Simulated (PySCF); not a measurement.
C₄H₈FO₂ (doublet state).
Cartesian coordinates in Å at the GFN2-xTB level; atoms count from 1:
```
atom  x, y, z in Å
C1    -2.7134   -0.5521   -0.3749
C2    -1.3147   -0.3065    0.1480
O3    -0.5854    0.4617   -0.8615
C4     0.6626    0.7782   -0.6154
F5     0.8432    1.6861    0.4196
O6     1.5902   -0.2122   -0.6026
C7     2.9369    0.1771   -0.4147
H8    -3.2814   -1.1218    0.3562
H9    -3.2142    0.3943   -0.5575
H10   -2.6700   -1.1083   -1.3067
H11   -0.7762   -1.2448    0.3147
H12   -1.3326    0.2751    1.0757
H13    3.5140   -0.7446   -0.4021
H14    3.2727    0.8152   -1.2369
H15    3.0640    0.7106    0.5305
```

The hyperfine couplings belong to this conformer and change with its torsions.

As a line formula: `CCO[C](F)OC` [radical].

Theory: UKS B3LYP, pcH-1 on C F H O, non-relativistic, mean-field spin-orbit, GIAO (PySCF). Geometry: GFN2-xTB, one conformer, isolated molecule. The geometry wasn't refined by DFT: couplings that depend on bond lengths, twists or pyramidal angles can differ widely from those at the functional's own minimum. No stability test was run, so a lower SCF solution isn't excluded.

Task: Give the principal g shifts and their parts.

Result: 
```tsv
Δg (ppm)	1	2	3
relativistic mass correction	-250	-250	-250
gauge correction	16	20	-3
orbital Zeeman/spin–orbit	-187	1374	2101
total	-421	1143	1848
```

So g = 2.00190, 2.00346, 2.00417 and g_iso = 2.00318; the tensor is rhombic: the two nearest values differ by 31 % of g3 − g1. Axes: g3 points within 11° of the O3–C4 bond.

Task: At 93.545 GHz, how far is the centre of the isotropic spectrum from where a free electron (g = 2.002319) resonates?

Result: B = hν/(g μB) with μB/h = 13.99624 MHz/mT gives 3337.92 mT for the free electron and 3336.49 mT at g_iso, 1.43 mT lower.

Task: What are the electron Larmor frequencies g μB B/h along the three axes at 330 mT?

Result: 9.2463, 9.2535, 9.2568 GHz for g1, g2 and g3, a range of 10.5 MHz.

Task: In a frozen sample, at which fields do the three g values resonate at 9.5, 34, 94 and 263 GHz (hyperfine left aside), and which band first spreads them over more than twice a line width of 1.0 mT?

Result: 
```tsv
band	GHz	B(g3) mT	B(g2) mT	B(g1) mT	spread mT
X	9.5	338.67	338.79	339.05	0.38
Q	34.0	1212.09	1212.51	1213.46	1.37
W	94.0	3351.06	3352.24	3354.86	3.80
J	263.0	9375.84	9379.14	9386.47	10.63
```

The spread grows in proportion to the frequency. W band is the first where it exceeds 2.0 mT.

The largest Mulliken spin populations are on C4 (+0.79), O6 (+0.09) and C2 (+0.08). C4 is the only atom above +0.15. The angles at C4 add up to 345.8°, so it is pyramidal.

The HOMO–LUMO gaps are 6.50 eV among the α and 7.29 eV among the β orbitals.
